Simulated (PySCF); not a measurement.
C6H14BO3, SMILES C[CH]OB(OCC)OCC, doublet, GFN2-xTB optimised geometry.

```
24

C     -1.27    -2.48     0.21
C     -0.40    -1.31    -0.01
O     -0.97    -0.08     0.00
B     -0.29     1.10     0.00
O     -0.99     2.28     0.00
C     -2.40     2.32    -0.06
C     -2.92     2.05    -1.47
O      1.07     1.10     0.00
C      1.82     2.30     0.02
C      1.88     2.91     1.42
H     -2.30    -2.23    -0.05
H     -1.25    -2.81     1.25
H     -0.94    -3.33    -0.40
H      0.68    -1.37     0.03
H     -2.82     1.58     0.63
H     -2.69     3.33     0.26
H     -2.63     1.05    -1.78
H     -2.49     2.77    -2.17
H     -4.00     2.14    -1.49
H      2.82     2.04    -0.32
H      1.38     3.03    -0.67
H      2.30     2.19     2.12
H      2.50     3.80     1.41
H      0.88     3.17     1.74
```

Density from unrestricted B3LYP/def2-SVP in PySCF at that geometry.

Minimum of the electron density along straight lines between bonded atoms, close to the bond critical point (lines longer than 1.1 times the sum of covalent radii, or with two minima, are not listed):

```tsv
bond	length / Å	ρ at the minimum / e bohr⁻³	∇²ρ there / e bohr⁻⁵	position (fraction from the first atom)
C1–C2	1.480	0.266	-0.64	0.49
C2–O3	1.356	0.274	[?]	0.33
O3–B4	1.368	0.197	1.03	0.67
B4–O5	1.367	0.201	1.02	0.33
O5–C6	1.414	0.249	-0.34	0.66
C6–C7	1.524	0.250	-0.59	0.51
B4–O8	1.364	0.203	1.03	0.33
O8–C9	1.415	0.249	-0.33	0.66
C9–C10	1.524	0.250	-0.59	0.51
C1–H11	1.087	0.277	-1.02	0.63
C1–H12	1.097	0.269	-0.95	0.62
C1–H13	1.090	0.275	-1.00	0.63
C2–H14	1.076	0.288	-1.12	0.64
C6–H15	1.096	0.283	-1.08	0.64
C6–H16	1.095	0.284	-1.08	0.63
C7–H17	1.087	0.279	-1.04	0.63
C7–H18	1.087	0.277	-1.02	0.63
C7–H19	1.087	0.276	-1.01	0.62
C9–H20	1.095	0.284	-1.08	0.63
C9–H21	1.095	0.283	-1.08	0.64
C10–H22	1.087	0.277	-1.02	0.63
C10–H23	1.087	0.276	-1.01	0.62
C10–H24	1.087	0.279	-1.04	0.63
```

Q: Complete the blanks.

A: 
- C2–O3, ∇²ρ there / e bohr⁻⁵: 0.05
